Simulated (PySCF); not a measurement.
# `C=CCn1ncc(C)n1`, C$_{6}$H$_{9}$N$_{3}$

Molfile (atoms numbered from 1):
```
C6H9N3
     RDKit          3D

 18 18  0  0  0  0  0  0  0  0999 V2000
   -3.4409    0.5131    0.0841 C   0  0  0  0  0  0  0  0  0  0  0  0
   -2.2987    0.1572    0.6382 C   0  0  0  0  0  0  0  0  0  0  0  0
   -1.4405   -0.9712    0.1405 C   0  0  0  0  0  0  0  0  0  0  0  0
   -0.1100   -0.5109   -0.1460 N   0  0  0  0  0  0  0  0  0  0  0  0
    0.2486   -0.0959   -1.3348 N   0  0  0  0  0  0  0  0  0  0  0  0
    1.5120    0.2764   -1.1908 C   0  0  0  0  0  0  0  0  0  0  0  0
    1.8850    0.0639    0.1439 C   0  0  0  0  0  0  0  0  0  0  0  0
    3.1846    0.3198    0.8136 C   0  0  0  0  0  0  0  0  0  0  0  0
    0.8243   -0.4361    0.7718 N   0  0  0  0  0  0  0  0  0  0  0  0
   -4.0328    1.3243    0.4714 H   0  0  0  0  0  0  0  0  0  0  0  0
   -3.8368    0.0011   -0.7776 H   0  0  0  0  0  0  0  0  0  0  0  0
   -1.9038    0.6804    1.4985 H   0  0  0  0  0  0  0  0  0  0  0  0
   -1.8523   -1.3934   -0.7781 H   0  0  0  0  0  0  0  0  0  0  0  0
   -1.3599   -1.7446    0.9107 H   0  0  0  0  0  0  0  0  0  0  0  0
    2.0838    0.6570   -2.0113 H   0  0  0  0  0  0  0  0  0  0  0  0
    3.1554    1.2732    1.3412 H   0  0  0  0  0  0  0  0  0  0  0  0
    3.9848    0.3546    0.0784 H   0  0  0  0  0  0  0  0  0  0  0  0
    3.3885   -0.4627    1.5404 H   0  0  0  0  0  0  0  0  0  0  0  0
  1  2  2  0
  2  3  1  0
  3  4  1  0
  4  5  1  0
  5  6  2  0
  6  7  1  0
  7  8  1  0
  7  9  2  0
  9  4  1  0
  1 10  1  0
  1 11  1  0
  2 12  1  0
  3 13  1  0
  3 14  1  0
  6 15  1  0
  8 16  1  0
  8 17  1  0
  8 18  1  0
M  END
```

Method used: GIAO B97-2/pcSseg-1 magnetisability, rotational g tensor and spin-rotation constants, non-relativistic, gas phase in PySCF 2.14.0. Geometry: GFN2-xTB.

Q: Give the nuclear spin-rotation constants along the inertial axes (H = +C I·J) beside the isotropic shieldings.

A: Rotational constants 4.6375, 0.9241, 0.8541 GHz. A star marks the isotopologue with that one atom substituted, in its own axes.
| atom | isotope | Caa (kHz) | Cbb (kHz) | Ccc (kHz) | mean (kHz) | σ (ppm) |
| --- | --- | --- | --- | --- | --- | --- |
| N4 | 14N | 0.898 | 0.125 | 0.093 | 0.372 | -7.2 |
| N5 | 14N | 1.091 | 0.212 | 0.076 | 0.459 | -93.1 |
| N9 | 14N | 1.202 | 0.184 | 0.072 | 0.486 | -85.1 |
| H10 | 1H | -0.244 | -0.082 | 0.012 | -0.104 | 26.4 |
| H11 | 1H | -0.339 | 0.006 | -0.049 | -0.127 | 26.2 |
| H12 | 1H | -0.367 | 0.013 | -0.040 | -0.131 | 25.5 |
| H13 | 1H | -0.319 | -0.005 | -0.059 | -0.128 | 27.1 |
| H14 | 1H | -0.448 | -0.023 | -0.013 | -0.161 | 26.7 |
| H15 | 1H | -0.169 | 0.024 | -0.073 | -0.073 | 24.5 |
| H16 | 1H | -0.471 | -0.072 | 0.002 | -0.180 | 29.3 |
| H17 | 1H | -0.082 | -0.051 | -0.094 | -0.075 | 29.6 |
| H18 | 1H | -0.452 | -0.033 | -0.035 | -0.173 | 29.1 |
| C1 | 13C* | 1.196 | 0.276 | 0.287 | 0.586 | 64.6 |
| C2 | 13C* | 1.317 | 0.313 | 0.310 | 0.647 | 45.3 |
| C3 | 13C* | 0.863 | 0.199 | 0.185 | 0.415 | 125.8 |
| C6 | 13C* | 1.615 | 0.368 | 0.183 | 0.722 | 50.8 |
| C7 | 13C* | 2.030 | 0.343 | 0.176 | 0.850 | 39.7 |
| C8 | 13C* | 0.604 | 0.128 | 0.116 | 0.283 | 172.6 |

For the geometry as given, no vibrational averaging.
